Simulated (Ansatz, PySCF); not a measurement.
Pulling on the Ge1–Ge2 bond in Ge2H6 (SMILES [GeH3][GeH3]) (multiplicity 1 held, fragments rigid). Energies count from the point at 2.436 Å.
Geometry at that point (charge 0, multiplicity 1):
```xyz
8

Ge    -1.214     0.095    -0.016
Ge     1.214    -0.095     0.016
H     -1.816    -0.884    -1.040
H     -1.635     1.525    -0.399
H     -1.795    -0.231     1.372
H      1.635    -1.525     0.399
H      1.816     0.884     1.040
H      1.795     0.231    -1.372
```

Unrestricted levels (U-) break spin symmetry where that is lower. Active spaces are followed from a long bond inwards. Left out are points that failed, MP2 points that dive below the minimum, coupled-cluster points behind a jump of the amplitudes or a sharp parting from full CI or MRCI, small-basis points behind a change of solution, and semi-empirical points at long bonds. Levels need not reach the same state.

Cores are frozen in the correlated methods. Filled d and f shells under p-block atoms count as core. Rows in LANL2DZ carry no dispersion term and start afresh at each structure. LANL2DZ brings its own core potentials from Na on.

Programs: Ansatz (Gaussian basis) for Hartree–Fock, density functionals and correlated methods; PySCF for LANL2DZ rows. Values without a source in brackets are computed.

Energies in kcal/mol.

| R (Å) | U-r2SCAN/cc-pVTZ | R-B3LYP/LANL2DZ | U-SCS-MP2/cc-pVTZ | FIC-MRCISD on CASSCF(2,2)/cc-pVTZ | FIC-MRCISD+Q on CASSCF(2,2)/cc-pVTZ |
|---|---|---|---|---|---|
| 1.949 | 46.6 | 56.9 | 56.8 | 56.7 | 56.6 |
| 2.192 | 7.5 | 11.8 | 10.9 | 11.0 | 11.0 |
| 2.436 | 0.0 | 0.0 | 0.0 | 0.0 | 0.0 |
| 2.679 | 5.8 | 3.2 | 4.6 | 4.2 | 4.4 |
| 2.923 | 16.7 | 12.4 | 15.5 | 14.5 | (withheld) |
| 3.288 | 34.8 | 29.1 | 39.8 | 32.1 | (withheld) |
| 3.654 | 51.0 | 44.7 | 58.2 | 46.9 | 47.8 |
| 4.263 | 64.2 | 64.9 | 67.3 | 61.2 | 62.4 |
| 4.872 | 67.9 | 77.7 | 69.3 | 66.2 | 67.6 |
| 5.602 | 69.1 | 86.5 | 69.8 | 67.6 | 69.2 |
| 6.577 | 69.4 | 92.1 | 70.0 | 67.9 | 69.5 |
| 7.795 | 69.5 | left out | 70.0 | 68.0 | 69.6 |

**Question.** Some entries are withheld; supply them.

**Answer.** 
- 3.288, FIC-MRCISD+Q on CASSCF(2,2)/cc-pVTZ: 32.7
- 2.923, FIC-MRCISD+Q on CASSCF(2,2)/cc-pVTZ: 14.9

Doubts at one or more of the structures used: a spin-contaminated determinant (U-r2SCAN/cc-pVTZ, U-SCS-MP2/cc-pVTZ).

Ansatz is a quantum-chemistry and plane-wave program.
